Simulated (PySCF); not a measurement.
Delta-SCF ions had no search for a lower state. Excitations are Tamm–Dancoff values on a coarser integration grid. The basis has no diffuse functions, so Rydberg states are missing or too high.

# BClF2, SMILES `B(Cl)(F)F` (charge 0, multiplicity 1)

All values below come from ωB97X-D3(BJ)/def2-TZVP // PBE0-D3(BJ)/def2-TZVP in PySCF.

```
Property                                                           Result
-------------------------------------------  ----------------------------
HOMO                                                            -12.46 eV
dipole moment                                                      0.24 D
HOMO–LUMO gap                                                    14.58 eV
LUMO                                                              2.12 eV
S1 excitation (TDA)                                               8.23 eV
S1 oscillator strength                                              0.000
brightest of the four lowest singlets (TDA)                       9.28 eV
T1 excitation (TDA)                                               8.05 eV
S1–T1 gap (TDA)                                                   0.18 eV
vertical ionisation energy (Delta-SCF)                           12.96 eV
total energy                                                 -18640.95 eV
cost                                         very roughly 70 core-seconds
```

```xyz
4

F     -0.9542    -0.9724    -0.0755
B     -0.0960     0.0162    -0.1322
F     -0.4821     1.2149     0.2297
Cl     1.5323    -0.2587    -0.6803
```
